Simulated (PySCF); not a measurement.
Field gradients from PBE0/pcSseg-1 densities (PySCF, non-relativistic) at GFN2-xTB geometries, isolated species, one conformer each; χzz is the principal value of largest magnitude, with Q(14N) = 0.02044 b. GFN2-xTB bond lengths can be off by several hundredths of an ångström, more for odd bonds, and the gradients follow them. A larger basis could move these couplings by a tenth or more.

(1) Rank these 14N sites by the size of the quadrupole coupling, smallest first.
A. N1 (silicon-bound nitrogen) in `[NH2:1][Si@@H:2]1[N:3]=[CH:4][C@H:5]1[SiH3:6]`
B. N1 (nitrile nitrogen) in `[N:1]#[C:2][CH2:3][SiH2:4][NH:5][SiH3:6]`
C. N5 (nitrogen bridging silicon atoms) in `[CH3:1][CH2:2][O:3][SiH2:4][N:5]([SiH3:6])[SiH:7]([NH2:8])[NH2:9]`
D. The secondary amine nitrogen of `CNC(C)(C)[SiH2]C`
E. N1 (cyano nitrogen) in `[N:1]#[C:2][SiH2:3][NH:4][CH2:5][SiH3:6]`
F. The silicon-bound nitrogen of `CC[C@@H](C)N[SiH2]C`

## Answers

(1) C (2.650 MHz), A (4.202 MHz), B (4.500 MHz), F (5.031 MHz), E (5.570 MHz), D (6.043 MHz).

All sites together:

```tsv
nucleus	site	Vzz (au)	η	χzz (MHz)
14N	N1 (nitrile nitrogen) in [N:1]#[C:2][CH2:3][SiH2:4][NH:5][SiH3:6]	-0.937	0.10	-4.500
14N	N1 (silicon-bound nitrogen) in [NH2:1][Si@@H:2]1[N:3]=[CH:4][C@H:5]1[SiH3:6]	-0.875	0.32	-4.202
14N	the silicon-bound nitrogen of CC[C@@H](C)N[SiH2]C	-1.047	0.36	-5.031
14N	the secondary amine nitrogen of CNC(C)(C)[SiH2]C	-1.258	0.14	-6.043
14N	N1 (cyano nitrogen) in [N:1]#[C:2][SiH2:3][NH:4][CH2:5][SiH3:6]	-1.160	0.04	-5.570
14N	N5 (nitrogen bridging silicon atoms) in [CH3:1][CH2:2][O:3][SiH2:4][N:5]([SiH3:6])[SiH:7]([NH2:8])[NH2:9]	-0.552	0.33	-2.650
```
